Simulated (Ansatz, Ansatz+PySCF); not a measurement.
```yaml
atoms:
  - { symbol: O, position_ang: [0.0000, 0.0000, -0.3590] }
  - { symbol: H, position_ang: [0.0000, 2.2625, 1.4360] }
  - { symbol: H, position_ang: [0.0000, -2.2625, 1.4360] }
```

Basis set: cc-pVDZ (spherical functions). Left uncorrelated: 1 orbital. Charge 0, multiplicity 1.

Computed with Ansatz (development build ahead of 0.2.0); each method stands on the lowest determinant of its kind that the runs found. Restricted open shells among the atoms or ions are ROHF, correlated in semicanonical orbitals with singles. Restricted functionals stand beside restricted open-shell atoms, which can lie above the unrestricted atoms usual in DFT and then raise those values.

The atomization energy at this shape (free ground-state atoms in the same class of orbitals less the molecule, no zero-point energy) of singlet H2O:

```csv
method,atomization energy
ωB97X (unrestricted),0.08 kcal/mol
r²SCAN (unrestricted),2.55 kcal/mol
PBE0 (unrestricted),1.64 kcal/mol
PBE (unrestricted),3.24 kcal/mol
UHF-CCSDT(Q),0.89 kcal/mol
UHF-CCSD(T),0.51 kcal/mol
UHF-MP2,0.42 kcal/mol
r²SCAN (restricted),-87.24 kcal/mol
PBE (restricted),-62.56 kcal/mol
ωB97X (restricted),-139.02 kcal/mol
UHF,0.15 kcal/mol
RHF-MP2,-86.47 kcal/mol
RHF,-216.38 kcal/mol
```

**Question.** What does PBE0 (restricted) give?

**Answer.** -112.79 kcal/mol. Caution for ωB97X (unrestricted), r²SCAN (unrestricted), PBE0 (unrestricted), PBE (unrestricted), r²SCAN (restricted), PBE (restricted), ωB97X (restricted), PBE0 (restricted): charge can spread falsely over distant fragments. Caution for ωB97X (unrestricted), PBE0 (unrestricted), PBE (unrestricted), UHF-CCSDT(Q), UHF-CCSD(T), UHF-MP2, UHF: the unrestricted determinant is a mixture of spin states. Caution for r²SCAN (unrestricted): the unrestricted determinant is spin contaminated. Caution for UHF-CCSDT(Q), UHF-CCSD(T), UHF-MP2: a plain start can end on a higher determinant; bonds are stretched, where a single reference can fail. Caution for r²SCAN (restricted), PBE (restricted), ωB97X (restricted), PBE0 (restricted), RHF-MP2, RHF: an unrestricted determinant lies well below; the molecule lies well above its atoms at this level. Caution for RHF-MP2: large amplitudes, a single reference is doubtful.
